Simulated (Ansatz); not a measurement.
## Relaxing a trial structure of BH3OSnZn

The starting geometry of this gas-phase singlet was optimised with GFN2-xTB.

```yaml
atoms:
  - { symbol: B, position_ang: [-1.0750, 0.6250, 0.1419] }
  - { symbol: O, position_ang: [-0.1649, 1.2921, 0.5673] }
  - { symbol: Sn, position_ang: [-1.2699, -1.5815, -0.5408] }
  - { symbol: Zn, position_ang: [1.4998, 0.2295, 0.4951] }
  - { symbol: H, position_ang: [2.7913, 0.8212, 0.8622] }
  - { symbol: H, position_ang: [-0.9049, -1.0266, -2.1944] }
  - { symbol: H, position_ang: [0.8930, -1.2038, 0.0308] }
```

Problem. Predict what it relaxes into with B3LYP-D3(BJ)/def2-SVP.

Solution. A new bond forms, giving a structure with H7 bridging Sn3 and Zn4, given below by its coordinates. Distances that change by over a tenth: O2–Zn4 (1.98 → 2.20 Å). Contacts that close: Sn3–H7 (2.27 → 1.97 Å).

The energy falls by 0.34 eV over 20 steps:

```tsv
step	E − E(last) (eV)
1	0.341
3	0.069
5	0.026
7	0.011
9	0.003
12	0.000
14	0.000
16	0.000
18	0.000
20	0.000
```

Final geometry (Å):

| atom | x (Å) | y (Å) | z (Å) |
| --- | --- | --- | --- |
| B | -1.0961 | 0.6213 | 0.2248 |
| O | -0.3473 | 1.4706 | 0.7028 |
| Sn | -1.1596 | -1.5976 | -0.6046 |
| Zn | 1.3750 | 0.1483 | 0.3650 |
| H | 2.7919 | 0.7488 | 0.4826 |
| H | -0.4064 | -0.8424 | -2.0496 |
| H | 0.6120 | -1.3931 | 0.2410 |

Frequencies at the end are all real (lowest 40 cm⁻¹). Atoms past krypton carry core potentials, without spin–orbit terms. Run with Ansatz 0.2.0, 59 s on 2 threads of Arm Neoverse V1 (shared host).
